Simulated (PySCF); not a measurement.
# Si¹⁰⁺ (silicon, charge +10) across methods

[He] 2s2, closed-shell 1S. All numbers are calculated (PySCF 2.14, the non-relativistic Hamiltonian (point nucleus), in an uncontracted even-tempered set (17 s from 1.3 bohr⁻², ratio 2.2; 9 p from 2.1 bohr⁻², ratio 2.4; 6 d from 6.4 bohr⁻², ratio 2.4; 5 f from 9.6 bohr⁻², ratio 2.4; 5 g from 14 bohr⁻², ratio 2.4)).

```
method  E (hartree)  mean ε 1s (eV)  mean ε 2s (eV)  Σ⟨r²⟩ (bohr²)   ⟨S²⟩
  PBE0    -223.8526         -2231.0         -457.72         0.5742  0.000
   LDA    -222.8352         -2199.9         -451.67         0.5760  0.000
r2SCAN    -223.8772         -2218.2         -454.07         0.5748  0.000
   PBE    -223.8278         -2208.4         -453.01         0.5740  0.000
   M06    -223.9082         -2231.7         -457.99         0.5733  0.000
   UHF   -223.82192         -2297.8         -470.60         0.5753  0.000
```

(1) Estimate the same row for PBEsol.

Answers

(1) E (hartree) = -223.3943; mean ε 1s (eV) = -2204.3; mean ε 2s (eV) = -452.23; Σ⟨r²⟩ (bohr²) = 0.5748; ⟨S²⟩ = 0.000.
